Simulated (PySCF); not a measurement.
**Kr⁺ (krypton, charge +1): revPBE calculation**

Configuration: [Ar] 3d10 4s1 4p6, 2S determinant (an excited configuration). Computed with PySCF 2.14 in aug-cc-pVTZ-PP with ECP10MDF (6s5p4d2f, 55 functions), with a scalar-relativistic core potential.

* Total energy: -462.5875 hartree
* One-electron energy: -795.6697 hartree
* Hartree (Coulomb) energy: 366.0315 hartree
* Exchange-correlation energy: -32.9492 hartree
* ⟨S²⟩: 0.7513
* ⟨L²⟩: 0.000
* Sum of ⟨r⟩: 22.26 bohr
* Sum of ⟨r²⟩: 31.94 bohr²

```tsv
shell	electrons	mean orbital energy (eV)	rms radius, mean of both spins (bohr)
3s α	1	-264.42	0.572
3s β	1	-264.24	0.572
3p α	3	-208.66	0.587
3p β	3	-208.48	0.587
3d α	5	-96.559	0.606
3d β	5	-96.315	0.606
4s α	1	-35.231	1.63
4p α	3	-20.579	1.95
4p β	3	-19.645	1.95
```

Energies and moments cover only the electrons outside the core potential.
